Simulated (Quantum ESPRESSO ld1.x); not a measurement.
Excited configurations of Tm I: one electron is placed in a higher orbital outside [Xe] 4f13 6s1. The ground configuration is [Xe] 4f13 6s2. Calculated with ld1.x of Quantum ESPRESSO 7.5: scalar-relativistic Kohn-Sham, LDA (Slater exchange, Perdew-Wang correlation), spin-polarised, spherical densities, point nucleus; open shells are filled with parallel spins first. Excitation = E - E(ground); binding = E(ion) - E, where the ion is the core of charge +1; n* = 1/sqrt(2 binding) in atomic units, and the quantum defect is n - n*.

| outer orbital | excitation (eV) | binding (eV) | n* | quantum defect | eigenvalue (eV) |
|---|---|---|---|---|---|
| 5d | 2.644 | 3.822 | 1.887 | 3.113 | -1.065 |
| 5f | 5.514 | 0.952 | 3.781 | 1.219 | -0.457 |
| 6p | 2.506 | 3.960 | 1.854 | 4.146 | -2.089 |
| 6f | 5.805 | 0.661 | 4.537 | 1.463 | -0.384 |
| 7s | 4.122 | 2.344 | 2.409 | 4.591 | -1.427 |
| 7d | 5.525 | 0.941 | 3.803 | 3.197 | -0.558 |

The Delta-SCF ionisation energy is 6.466 eV (NIST Atomic Spectra Database: 6.184 eV, measured). Self-interaction in the functional shifts the binding energies and quantum defects, so they are the method's values and not measured ones. Open shells are spherical and high-spin; term and fine-structure splittings are not resolved. Spin-orbit splitting is averaged out at the scalar-relativistic level.
